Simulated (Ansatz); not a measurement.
`[SiH3]N[SiH2]Br` and `B[SiH2]N[SiH3]` differ in one atom or group.

Ansatz, PBE0-D4/def2-TZVP geometries, multiplicity 1. Each molecule was computed in one conformer, which needn't be the lowest.

Scalar relativity is left out up to krypton.

| property | `[SiH3]N[SiH2]Br` |
| --- | --- |
| HOMO energy (PBE/def2-TZVPP) / eV | -6.63 |
| HOMO–LUMO gap (PBE0/def2-TZVPP) / eV | 7.78 |
| HOMO energy (B3LYP/def2-TZVPP) / eV | -7.70 |
| LUMO energy (B3LYP/def2-TZVPP) / eV | -0.37 |
| LUMO energy (ωB97M-V/def2-TZVPP) / eV | 1.46 |
| LUMO energy (PBE0/def2-TZVPP) / eV | -0.16 |

(1) What does the change do to each property? (An estimate is asked.)

Answers

(1) Ansatz gave: 
| property | `B[SiH2]N[SiH3]` | shift |
| --- | --- | --- |
| HOMO energy (PBE/def2-TZVPP) / eV | -6.08 | 0.55 |
| HOMO–LUMO gap (PBE0/def2-TZVPP) / eV | 4.93 | -2.85 |
| HOMO energy (B3LYP/def2-TZVPP) / eV | -7.15 | 0.55 |
| LUMO energy (B3LYP/def2-TZVPP) / eV | -2.64 | -2.27 |
| LUMO energy (ωB97M-V/def2-TZVPP) / eV | -0.47 | -1.93 |
| LUMO energy (PBE0/def2-TZVPP) / eV | -2.43 | -2.27 |

With PBE0 the HOMO rises by 0.58 eV and the LUMO falls by 2.27 eV, so the gap narrows by about 2.85 eV. PBE moves the HOMO by 0.55 eV and ωB97M-V by 0.57 eV. The zero-point energy changes by 46.4 kJ/mol with +6 modes.

B3LYP here is the variant with VWN-RPA as its local correlation; programs differ in this.

Spin–orbit coupling is left out; it splits and shifts lone-pair levels of the heavy atoms by tenths of an eV.
